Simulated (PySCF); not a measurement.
# Correlation energy of Ba (barium, neutral)

[Xe] 5d2, high-spin 3F determinant (an excited configuration). Computed with PySCF 2.14 in ANO-RCC-VTZP, with the spin-free X2C one-electron Hamiltonian (Gaussian nucleus). Frozen: [Kr] 4d10; 10 electrons correlated.

```csv
level,correlation energy (mhartree)
CCSD,-205.49
(T),-6.06
CCSD(T),-211.55
```

Diagnostics: T1 = 0.0078, D1 = 0.0177, largest double amplitude 0.030.

Spin-orbit coupling, absent here, splits the open shell strongly.

Cost of the coupled-cluster step: roughly 9 core-seconds, for 10 correlated electrons.

Iterations:

```
CC2 = 0
CCSD nocc = (np.int64(6), np.int64(4)), nmo = (49, 49)
frozen orbitals [[0, 1, 2, 3, 4, 5, 6, 7, 8, 9, 10, 11, 12, 13, 14, 15, 16, 17, 18, 19, 20, 21, 22], [0, 1, 2, 3, 4, 5, 6, 7, 8, 9, 10, 11, 12, 13, 14, 15, 16, 17, 18, 19, 20, 21, 22]]
max_cycle = 100
direct = 0
conv_tol = 1e-08
conv_tol_normt = 1e-06
diis_space = 8
diis_start_cycle = 0
Init t2, MP2 energy = -0.186762237878025
Init E_corr(UCCSD) = -0.186762237879852
cycle = 1  E_corr(UCCSD) = -0.200890846112879  dE = -0.0141286082  norm(t1,t2) = 0.0403788
cycle = 2  E_corr(UCCSD) = -0.20433405467324  dE = -0.00344320856  norm(t1,t2) = 0.0119668
cycle = 3  E_corr(UCCSD) = -0.205566409134795  dE = -0.00123235446  norm(t1,t2) = 0.00455544
cycle = 4  E_corr(UCCSD) = -0.205507241629287  dE = 5.91675055e-05  norm(t1,t2) = 0.000633045
cycle = 5  E_corr(UCCSD) = -0.205492562418605  dE = 1.46792107e-05  norm(t1,t2) = 0.000121202
cycle = 6  E_corr(UCCSD) = -0.205494199983152  dE = -1.63756455e-06  norm(t1,t2) = 2.45613e-05
cycle = 7  E_corr(UCCSD) = -0.205494354824168  dE = -1.54841016e-07  norm(t1,t2) = 4.06615e-06
cycle = 8  E_corr(UCCSD) = -0.205494323609957  dE = 3.12142111e-08  norm(t1,t2) = 9.57359e-07
cycle = 9  E_corr(UCCSD) = -0.205494325843185  dE = -2.23322766e-09  norm(t1,t2) = 2.26375e-07
UCCSD converged
E(UCCSD) = -8131.410754636195  E_corr = -0.2054943258431848
UCCSD(T) correction = -0.00606351469598128
```
